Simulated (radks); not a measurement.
Valence configurations of Ce IV (all share [Xe]). Method: Dirac Kohn-Sham, BLYP, spin-unpolarised, spherical densities, point nucleus; open shells are shared between the two j in proportion to 2j + 1; computed with a radial shooting solver on a logarithmic mesh with Libxc functionals. Energies are relative to 4f1; eigenvalues in eV.

valence      E (eV)  e(4f5/2)  e(4f7/2)  e(5d3/2)  e(5d5/2)  e(6p1/2)
4f1           0.000   -28.645   -28.302         -         -         -
4f0.5 5d0.5   3.008   -31.880   -31.515   -24.662   -24.332         -
4f0.5 6p0.5   6.945   -33.776   -33.409         -         -   -18.047
5d1           7.243         -         -   -25.557   -25.204         -
6s1          11.119         -         -         -         -         -
4f0.5 6s0.5   4.610   -33.299   -32.933         -         -         -

NIST lists [Xe] 4f1 as the ground configuration; this level of theory agrees among the configurations tried. The energies are those of spherical spin-averaged densities, not of single terms.
